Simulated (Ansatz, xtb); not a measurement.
## Isomers of C7H3NS in order of energy

6 gas-phase structures of C7H3NS, from a drawn sample of its isomers (lower ones may exist). Each was relaxed with GFN2-xTB:

A. `C#Cc1csc(C#N)c1`, a singlet
B. `C#Cc1cscc1C#N`, a singlet
C. `C#Cc1ccc(C#N)s1`, a singlet
D. `C#Cc1ccsc1C#N`, a singlet
E. `C#Cc1sccc1C#N`, a singlet
F. `C#Cc1cc(C#N)cs1`, a singlet

Make a reasoned guess at their ranking by r2SCAN-D4/def2-SVP single-point energy.

Calculated order at r2SCAN-D4/def2-SVP: C (0.0), E (0.7), F (1.9), D (4.2), A (6.1), B (6.7) kJ/mol. Less than 1 kcal/mol parts C and E; E and F; F and D; D and A; A and B, so the order within those pairs means little. CCSD(T)/def2-SVP + ΔMP2/def2-TZVPP after further relaxation puts F lowest instead.

Energies above the lowest of each column, in kJ/mol; the last columns are at PBE-D3(BJ)/def2-SVP geometries:

```csv
structure,GFN2-xTB,HF/STO-3G,r2SCAN-D4/def2-SVP,PBE-D3(BJ)/def2-SVP,CCSD(T)/def2-SVP + ΔMP2/def2-TZVPP
C,0.0,3.0,0.0,0.0,4.3
E,0.1,0.6,0.7,1.1,0.3
F,1.9,0.0,1.9,2.2,0.0
D,2.2,5.6,4.2,4.7,3.9
A,4.2,4.6,6.1,6.2,3.9
B,4.6,4.1,6.7,7.2,0.1
```

CCSD(T)/def2-SVP + ΔMP2/def2-TZVPP puts F lowest, with A and B and D and E within 1 kcal/mol; GFN2-xTB picks C, r2SCAN-D4/def2-SVP picks C, PBE-D3(BJ)/def2-SVP picks C. CCSD(T)/def2-SVP + ΔMP2/def2-TZVPP orders those it was run on as F (0.0), B (0.1), E (0.3), A (3.9), D (3.9), C (4.3) kJ/mol. Less than 1 kcal/mol parts F and B; B and E; E and A; A and D; D and C, so the order within those pairs means little. ΔMP2 is the change of the MP2 energy from the smaller to the larger basis.

Over these structures GFN2-xTB departs from r2SCAN-D4/def2-SVP by 0.9 kJ/mol on average once a common shift is removed. A GFN2-xTB relaxation took about 0.38 s and the r2SCAN-D4/def2-SVP energy about 8.4 s on a shared host (Ansatz 0.2.0, xtb 6.7.1).
